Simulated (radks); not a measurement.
Values are calculated unless marked as measured or tabulated.
Dispersion coefficients C6 (hartree bohr^6) between ground-configuration atoms and ions, from the Casimir-Polder integral (3/pi) of alpha_A(iw) alpha_B(iw). Code: a radial shooting solver on a logarithmic mesh with Libxc functionals. Model: non-relativistic Kohn-Sham, LB94 model potential, spin-polarised, spherical densities, point nucleus; open shells are filled with parallel spins first (spin-orbit coupling, left out, can overturn this in heavy ions). Response by self-consistent Sternheimer equations with the Hartree and adiabatic LDA kernel.

\begin{tabular}{lrrrrrr}
C6 & Ar+ & Xe & He & Te & In & Ge+ \\ \hline
Ar+ & 32.11 &  &  &  &  &  \\
Xe & 94.20 & 289.3 &  &  &  &  \\
He & 6.839 & 19.73 & 1.468 &  &  &  \\
Te & 107.2 & 338.0 & 22.27 & 401.1 &  &  \\
In & 112.6 & 366.2 & 23.19 & 444.0 & 509.8 &  \\
Ge+ & 51.82 & 161.7 & 10.80 & 190.6 & 209.2 & 90.87 \\
\end{tabular}

Static polarisabilities (bohr^3): Ar+ ([Ne] 3s2 3p5) 7.083, Xe ([Xe]) 27.36, He ([He]) 1.390, Te ([Kr] 4d10 5s2 5p4) 37.24, In ([Kr] 4d10 5s2 5p1) 53.69, Ge+ ([Ar] 3d10 4s2 4p1) 16.66. The combination rule 2 Ca Cb / ((alpha_b/alpha_a) Ca + (alpha_a/alpha_b) Cb) gives 93.39 for Xe-Ar+, against 94.20 from the integral.
